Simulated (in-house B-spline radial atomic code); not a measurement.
The numbers below are computed, except where a source is named.
## Building a PAW s channel for Rh, r_c = 2.42 bohr

Rh, [Kr] 4d8 5s1, non-relativistic LDA (VWN5), spherical and spin-unpolarised, from a B-spline radial code for spherical atoms (atomic units; all potentials screened as in the neutral atom).

Two all-electron partial waves φ1, φ2 are integrated outwards at E1 = ε(5s) = -0.154624 and E2 = E1 + 1 hartree; φ1 is the bound orbital and φ2 has unit norm inside r_c = 2.4163 bohr. Smooth partners are polynomials, r^1(a0 + a1 r² + a2 r⁴ + a3 r⁶), matched to φ and three derivatives at r_c, with no condition on the norm. The local potential is -4.79963 + (2.08939) r² + (-0.372516) r⁴ + (0.0242441) r⁶ inside 1.9873 bohr and the all-electron one outside.

```csv
wave,φ(r_c),φ'(r_c),a0,a1,a2,a3
1,0.5794357,0.1166632,0.058798,0.0995057,-0.01635024,0.0007908053
2,0.5991914,-1.457467,0.712253,0.07782184,-0.04250187,0.002663903
```

Inside r_c the overlaps are <φi φj> = [[0.22888, 0.45721], [0.45721, 1.00000]] and, for the smooth waves, [[0.23690, 0.54107], [0.54107, 1.49577]]. With χj = (Ej − T − V_local) applied to smooth wave j, the program's quadrature gives the matrix B_ij = <smooth i, χj> as [[0.16510, 0.70074], [0.61688, 2.77288]].

(1) Check the match of the first wave, and find the augmentation charges q_ij.

(2) B isn't symmetric. Show that D_ij = B_ij + Ej q_ij is.

Solving (T + V_local + Σ p D p) ψ = E (1 + Σ p q p) ψ in a sphere of 9 bohr, whose wall lifts the free-atom level a little, gives these levels:

| all-electron | one projector | two projectors |
| --- | --- | --- |
| -0.153478 | -0.534751 | -10.776000 |
| 0.115526 | -0.153478 | -0.153478 |
| 0.481291 | 0.115891 | 0.115513 |
| 1.007720 | 0.482166 | 0.481265 |
| 1.684560 | 1.004780 | 1.007700 |

(3) What does the second projector gain?

## Answers

(1) At r_c the four terms are 0.14207, 1.40378, -1.34672, 0.38030, which sum to 0.5794, φ1(r_c) to rounding. q_ij is the all-electron overlap less the smooth one: [[-0.00802, -0.08387], [-0.08387, -0.49577]]. The smooth first wave has a norm of 0.2369 inside r_c against 0.2289, so q11 is negative and must stay small enough for the overlap operator to be positive.

(2) Integrating by parts gives B12 − B21 = (E1 − E2) q12: 0.70074 − (0.61688) = 0.08387, and −1 × (-0.08387) = 0.08387. So D12 = 0.70074 + (0.845376)(-0.08387) = 0.62984 and D21 = 0.61688 + (-0.154624)(-0.08387) = 0.62984; D11 = 0.16634, D22 = 2.35377. The projectors, p = (B⁻¹)ᵀ χ, are dual to the smooth waves; det B = 0.026.

(3) With one projector a ghost lies below the reference level, so the set fails. With two a ghost lies below the reference level, so the set fails. The lowest eigenvalue of the overlap operator is 0.8976 with one and 0.03936 with two projectors. The smooth orbital alone needs a cutoff of 3.08 hartree for 1 millihartree of kinetic energy, against 5.64 for a norm-conserving Troullier-Martins orbital of the same radius, which is no gain while the set fails.
